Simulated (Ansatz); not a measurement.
C4H12BN, SMILES `BNC(C)(C)C`, relaxed with RKS PBE-D4/def2-SVP in Ansatz 0.2.0 from a rough embedded geometry. The force threshold is 0.03 eV/Å; the program also tests the step.

The species carries charge 0 and has multiplicity 1.

Start:

```xyz
18

B     0.283    2.276   -0.535
N     0.595    0.775   -0.924
C     0.051   -0.287    0.007
C     0.743   -0.097    1.390
C     0.525   -1.643   -0.539
C    -1.467   -0.260    0.053
H     0.723    2.707    0.433
H    -0.348    2.887   -1.279
H     0.192    0.622   -1.927
H     0.280    0.815    1.884
H     0.382   -0.969    2.033
H     1.792   -0.036    1.334
H     1.591   -1.734   -0.619
H     0.145   -2.476    0.089
H     0.093   -1.799   -1.567
H    -1.901   -0.349   -0.992
H    -1.820    0.673    0.507
H    -1.858   -1.105    0.654
```

How much energy does the relaxation release, and in how many steps? (An estimate is asked.)

Computed: 137.41 kJ/mol, in 16 steps, 1 of them rejected.

Which bonds change most? (Estimate.)

Ansatz gave: B1–N2 from 1.582 to 1.397 Å; B1–H8 from 1.151 to 1.218 Å; B1–H7 from 1.148 to 1.215 Å; N2–H9 from 1.091 to 1.025 Å.

Give the relaxed structure. (An estimate is asked.)

The calculation gave: 
```xyz
18

B     0.701    2.150   -0.664
N     0.080    0.914   -0.856
C    -0.101   -0.254    0.030
C     0.515   -0.001    1.410
C     0.578   -1.470   -0.631
C    -1.614   -0.518    0.174
H     1.225    2.435    0.394
H     0.696    2.932   -1.598
H    -0.341    0.741   -1.775
H     0.047    0.870    1.910
H     0.363   -0.891    2.051
H     1.604    0.192    1.339
H     1.667   -1.296   -0.743
H     0.429   -2.386   -0.025
H     0.156   -1.662   -1.640
H    -2.083   -0.692   -0.817
H    -2.118    0.350    0.644
H    -1.803   -1.414    0.797
```
